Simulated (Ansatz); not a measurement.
`[F][InH][CH2]BS` and `F[CH2][InH][F]` differ in one atom or group.

Ansatz, PBE0-D4/def2-TZVP geometries, multiplicity 1. Each molecule was computed in one conformer, which needn't be the lowest.

Elements past krypton have def2 core potentials.

| property | `[F][InH][CH2]BS` |
| --- | --- |
| HOMO energy (PBE0/def2-TZVPP) / eV | -7.68 |
| size of the dipole moment (ωB97M-V/def2-TZVPP) / D | 2.85 |
| HOMO energy (B3LYP/def2-TZVPP) / eV | -7.46 |
| LUMO energy (B3LYP/def2-TZVPP) / eV | -2.13 |
| HOMO–LUMO gap (B3LYP/def2-TZVPP) / eV | 5.33 |
| HOMO energy (ωB97M-V/def2-TZVPP) / eV | -9.75 |

Problem. What does the change do to each property? (Estimate.)

Solution. Ansatz gave: 
```
                                          property  `F[CH2][InH][F]`  shift
                HOMO energy (PBE0/def2-TZVPP) / eV             -8.01  -0.33
size of the dipole moment (ωB97M-V/def2-TZVPP) / D              1.68  -1.17
               HOMO energy (B3LYP/def2-TZVPP) / eV             -7.82  -0.36
               LUMO energy (B3LYP/def2-TZVPP) / eV             -1.98   0.15
             HOMO–LUMO gap (B3LYP/def2-TZVPP) / eV              5.84   0.51
             HOMO energy (ωB97M-V/def2-TZVPP) / eV            -10.21  -0.46
```

With PBE0 the HOMO falls by 0.33 eV and the LUMO rises by 0.23 eV, so the gap widens by about 0.56 eV. PBE moves the HOMO by -0.07 eV and ωB97M-V by -0.46 eV. The zero-point energy changes by -54.9 kJ/mol with -9 modes. Dipoles are sizes alone; their direction can turn.

B3LYP here is the variant with VWN-RPA as its local correlation; programs differ in this.
